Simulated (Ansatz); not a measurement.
Reaction (formal exchange of groups at the Si–C bond): `[SiH3]C[SiH]1[AlH][SiH2]1` + `FCSS` → `FC([SiH3])SS` + `C[SiH]1[AlH][SiH2]1`

Gas-phase electronic energies from Ansatz, PBE0-D4/def2-TZVP geometries. CBS: MP2 limit from def2 TZ/QZ plus the TZ coupled-cluster correction, frozen cores. Functionals use def2-TZVPP. B3LYP here is the variant with VWN-RPA as its local correlation; programs differ in this. One conformer a species, not always the lowest.

```csv
level,ΔE (kJ/mol),difference from CCSD(T)/CBS
B2PLYP,23.0,-0.5
PBE,19.3,-4.2
r2SCAN,20.9,-2.6
PBE0,23.6,0.1
B3LYP,21.7,-1.8
HF/def2-TZVPP,31.3,7.8
MP2/def2-TZVPP,26.4,2.9
CCSD(T)/def2-TZVPP,25.0,1.5
MP2/def2-QZVPP,25.7,2.2
CCSD/CBS(def2),24.9,1.4
CCSD(T)/CBS,23.5,0
```

Largest T1 diagnostic among the species: 0.014.

In def2-TZVPP, CCSD(T) changes the Hartree–Fock value by −6.2 kJ/mol (the triples alone add −1.3 kJ/mol) and MP2 by −4.9 kJ/mol. From PBE to PBE0 (25 % exact exchange), in def2-TZVPP and without D4, ΔE moves by +4.3 kJ/mol.
